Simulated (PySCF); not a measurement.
# Ga(2+) (gallium, charge +2): UHF calculation

Configuration: [Ar] 3d10 4s1, 2S determinant. All numbers are calculated (PySCF 2.14, the spin-free X2C one-electron Hamiltonian (Gaussian nucleus), in cc-pVTZ-DK).

```
Total energy                        : -1941.281595 hartree
One-electron energy                 : -2686.4573 hartree
Hartree (Coulomb) energy            : 819.3309 hartree
Exchange energy                     : -74.1552 hartree
⟨S²⟩                                : 0.7505
⟨L²⟩                                : 0.000
Sum of ⟨r⟩                          : 17.05 bohr
Sum of ⟨r²⟩                         : 17.75 bohr²
Langevin diamagnetic susceptibility : -14.1 ×10⁻⁶ cm³/mol
Time after the integrals            : 0.11 s of wall time on 1 thread of Neoverse-V1 (shared host)
```

```csv
shell,electrons,mean orbital energy (eV),"rms radius, mean of both spins (bohr)"
1s α,1,-10460.9,0.0560
1s β,1,-10460.8,0.0560
2s α,1,-1361.1,0.235
2s β,1,-1360.9,0.235
2p α,3,-1183.1,0.211
2p β,3,-1183.0,0.211
3s α,1,-199.27,0.698
3s β,1,-198.84,0.698
3p α,3,-143.29,0.737
3p β,3,-143.17,0.737
3d α,5,-51.916,0.885
3d β,5,-51.793,0.885
4s α,1,-29.720,2.30
```

Densities and radii are taken from the X2C orbitals without a picture-change correction, which distorts them close to the nucleus.
